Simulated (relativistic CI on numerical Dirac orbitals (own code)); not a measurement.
**Line list: Electric-dipole lines, Pd⁴³⁺**

Computed by Dirac-Coulomb-Breit CI, KLI orbitals optimised for each configuration, model QED (radiative potential, 1s self-energy scaled to tabulated hydrogen-like ionisation energies), unscaled Slater integrals (own radial code, finite nucleus).

CI space (outside the closed core 1s2): 2s, 2p, 3s, 3p, 3d, 4s, 4p, 4d, 4f, 5s, 5p, 5d, 5f, 5g. Levels of other configurations are missing.

```csv
λ vac (Å),Lower,Upper,A (s⁻¹),log gf,S velocity/length
2.4763,2p 2P°_3/2 [3],4d 2D_5/2 [13],7.87e+13,-0.36,1.00
3.1144,2s 2S_1/2 [1],3p 2P°_3/2 [6],8.01e+13,-0.33,1.00
3.1582,2s 2S_1/2 [1],3p 2P°_1/2 [5],9.00e+13,-0.57,1.00
3.1846,2p 2P°_1/2 [2],3d 2D_3/2 [7],2.13e+14,0.11,1.00
3.3292,2p 2P°_3/2 [3],3d 2D_5/2 [8],2.43e+14,0.38,1.00
6.5120,3p 2P°_3/2 [6],5d 2D_5/2 [20],1.29e+13,-0.31,1.00
6.5428,3d 2D_3/2 [7],5f 2F°_5/2 [21],1.63e+13,-0.20,1.00
6.5959,3d 2D_5/2 [8],5f 2F°_7/2 [23],1.71e+13,-0.05,1.00
8.9843,3s 2S_1/2 [4],4p 2P°_3/2 [11],1.04e+13,-0.30,1.00
9.1367,3p 2P°_1/2 [5],4d 2D_3/2 [12],2.18e+13,0.04,1.00
9.4719,3p 2P°_3/2 [6],4d 2D_5/2 [13],2.63e+13,0.33,1.00
9.5366,3d 2D_3/2 [7],4f 2F°_5/2 [14],4.89e+13,0.60,1.00
9.6368,3d 2D_5/2 [8],4f 2F°_7/2 [15],5.16e+13,0.76,1.00
19.538,4s 2S_1/2 [9],5p 2P°_3/2 [18],2.42e+12,-0.26,1.00
19.821,4p 2P°_1/2 [10],5d 2D_3/2 [19],4.44e+12,0.02,1.00
20.460,4p 2P°_3/2 [11],5d 2D_5/2 [20],5.48e+12,0.31,1.00
20.585,4d 2D_3/2 [12],5f 2F°_5/2 [21],9.09e+12,0.54,1.00
20.771,4d 2D_5/2 [13],5f 2F°_7/2 [23],9.69e+12,0.70,1.00
20.778,4f 2F°_5/2 [14],5g 2G_7/2 [22],1.55e+13,0.90,1.00
20.865,4f 2F°_7/2 [15],5g 2G_9/2 [24],1.59e+13,1.02,1.00
```

Terms are leading LS components. Brackets give the number of a level in order of energy, since labels repeat. The list gives strong lines, with weight on those to low levels. Levels whose partners in the same complex of configurations lie outside the list can be far off, and so can their lines. Rates are taken at the computed energies, electric ones in the length gauge. A velocity-to-length ratio far from 1 marks an uncertain rate.

At this charge energies of transitions that change n are usually good to better than 1 %, and those within a shell (Δn = 0) to a few per cent.

Task: From the table, what is the radiative lifetime of 4d 2D_5/2?

Result: The listed rates from this level add up to about 1.05e+14 s⁻¹, 100 % of its decay; with all channels τ = 9.52e-15 s.
